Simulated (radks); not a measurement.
The numbers below are computed, except where a source is named.
Species: the tin ion Sn+. Configuration: [Kr] 4d10 5s2 5p1. Code: a radial shooting solver on a logarithmic mesh with Libxc functionals. Model: scalar-relativistic Kohn-Sham, revPBE, spin-polarised, spherical densities, point nucleus; open shells are filled with parallel spins first (spin-orbit coupling, left out, can overturn this in heavy ions). Some entries of the table are withheld. Estimate them.

| orbital | occ. | eigenvalue (hartree) | <r> (bohr) | r(max) (bohr) |
|---|---|---|---|---|
| 1s up | 1 | -1066.590 | 0.02905 | 0.01877 |
| 1s down | 1 | -1066.589 | 0.02905 | 0.01877 |
| 2s up | 1 | -161.2652 | 0.1255 | 0.1061 |
| 2s down | 1 | -161.2651 | 0.1255 | 0.1061 |
| 2p up | 3 | -144.7828 | 0.1096 | 0.08495 |
| 2p down | 3 | -144.7823 | 0.1096 | 0.08495 |
| 3s up | 1 | -31.35734 | 0.3393 | 0.3075 |
| 3s down | 1 | -31.35679 | 0.3393 | 0.3075 |
| 3p up | 3 | -25.97215 | 0.3377 | 0.3009 |
| 3p down | 3 | -25.97150 | 0.3377 | 0.3009 |
| 3d up | 5 | -17.68853 | 0.3146 | 0.2511 |
| 3d down | 5 | -17.68797 | 0.3146 | 0.2511 |
| 4s up | 1 | -5.21440 | 0.8187 | 0.7457 |
| 4s down | 1 | -5.21321 | 0.8187 | 0.7457 |
| 4p up | 3 | -3.58874 | 0.8860 | 0.7886 |
| 4p down | 3 | -3.58745 | 0.8857 | 0.7887 |
| 4d up | 5 | -1.24179 | (1) | 0.8870 |
| 4d down | 5 | -1.23792 | (2) | 0.8868 |
| 5s up | 1 | -0.66447 | (3) | 1.995 |
| 5s down | 1 | -0.63418 | (4) | 1.975 |
| 5p up | 1 | -0.38813 | 2.894 | 2.435 |
| 5p down | 0 | -0.35576 | 2.924 | 2.420 |
| 6s up | 0 | -0.16487 | 5.976 | (5) |

Answer. 
(1) 4d up <r> (bohr): 1.098
(2) 4d down <r> (bohr): 1.093
(3) 5s up <r> (bohr): 2.312
(4) 5s down <r> (bohr): 2.302
(5) 6s up r(max) (bohr): 5.506
